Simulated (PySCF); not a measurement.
**Orbital picture of CsF**

r²SCAN at R = 2.388 Å; basis Cs def2-TZVP with ECP46, F def2-TZVP; scalar-relativistic core potentials; PySCF 2.14. State: ¹Σ⁺ (singlet), closed shell. Only the outer orbitals are listed, counted within each symmetry, core potentials removing the inner ones.

```
orbital  occ.  ε (eV)  on Cs (%)   main shells (%)
     2σ     2  -27.05         95           96 Cs s
     3σ     2  -24.57          6            94 F s
     1π     2  -13.22        100          100 Cs p
     1π     2  -13.22        100          100 Cs p
     4σ     2  -12.78         96           95 Cs p
     2π     2   -5.10          4            96 F p
     2π     2   -5.10          4            96 F p
     5σ     2   -4.92          9            91 F p
     6σ     0   -0.68        100  86 Cs s, 13 Cs p
     3π     0    0.30        100  80 Cs p, 20 Cs d
     3π     0    0.30        100  80 Cs p, 20 Cs d
```

Which are the highest filled and the lowest empty level, where do they sit, and how wide is the gap?

Highest filled 5σ at -4.92 eV (in %: 91 F p); lowest empty 6σ at -0.68 eV (in %: 86 Cs s, 13 Cs p); the gap at r²SCAN is 4.24 eV.

The bond order (Mayer) is 0.41 and the ⟨S²⟩ is 0.000. The charge on Cs (Mulliken, basis-dependent) is 0.74, the charge on Cs (Löwdin, basis-dependent) is 0.68 and the dipole moment (positive dipole means Cs(−)F(+)) is -7.83 D.

Spin–orbit coupling is left out.
